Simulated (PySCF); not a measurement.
Simulated C 1s region for `[SiH3]O[SiH2]c1ccccc1`, binding energy against the vacuum level.

Every computed line was given a Gaussian of 0.4 eV full width at half maximum and an area set by the number of equivalent atoms; the highest printed point is 100. Method: delta-SCF UKS SCAN, pcX-2 on the ionised atom, pcseg-1 elsewhere, spin-free X2C in PySCF.

binding energy (eV), intensity and a bar:
```
    289.2          0 
    289.3          0 
    289.4          2 #
    289.5          6 ##
    289.6         12 ####
    289.7         21 ######
    289.8         29 #########
    289.9         41 ############
    290.0         65 ###################
    290.1         91 ###########################
    290.2        100 ##############################
    290.3         80 ########################
    290.4         47 ##############
    290.5         19 ######
    290.6          6 ##
    290.7          1 
    290.8          0
```

Q: Count the maxima, the lines and the sites behind this envelope.

A: The curve has 1 maximum (at 290.2 eV). Under it lie 4 lines from 4 inequivalent carbon sites. At this width some lines have no maximum of their own.

Q: Decompose the envelope and assign each component. Numbering: `[SiH3:1][O:2][SiH2:3][c:4]1[cH:5][cH:6][cH:7][cH:8][cH:9]1`.

A: 
```csv
position (eV),relative area,line,atoms,environment
289.77,1,C 1s,C4,substituted aromatic carbon
290.14,2,C 1s,C5/C9,aromatic CH carbon
290.21,2,C 1s,C6/C8,aromatic CH carbon
290.23,1,C 1s,C7,aromatic CH carbon
```

The listed C 1s values span 0.46 eV, from C4 (bonded to 2 C (aromatic in the SMILES) and Si) to C7 (bonded to 2 C (aromatic in the SMILES) and H). Summing the Pauling electronegativity differences to the bonded atoms, each weighted by its formal bond order, gives -0.65 for the lowest site and -0.35 for the highest; no listed site has a larger sum than the highest. The values 290.21 and 290.23 eV lie too close for their order to be trusted.

The curve has no shake-up lines and no vibrational structure. One atom of each set of topologically equivalent atoms was ionised and stands for the set; in this conformer not all members are related by symmetry, and their own values weren't computed. One conformer (not necessarily the lowest) at the PBE0-D3(BJ)/def2-SVP geometry, without solvent, vibrations or thermal averaging.

On an Arm Neoverse N1 with one thread, on a shared host, this took 5.6 min of wall time and 0.70 GiB of memory at its peak.

Conformer computed: `[SiH3:1][O:2][SiH2:3][c:4]1[cH:5][cH:6][cH:7][cH:8][cH:9]1`: Si1–O2–Si3–C4 129°, O2–Si3–C4–C5 0°.
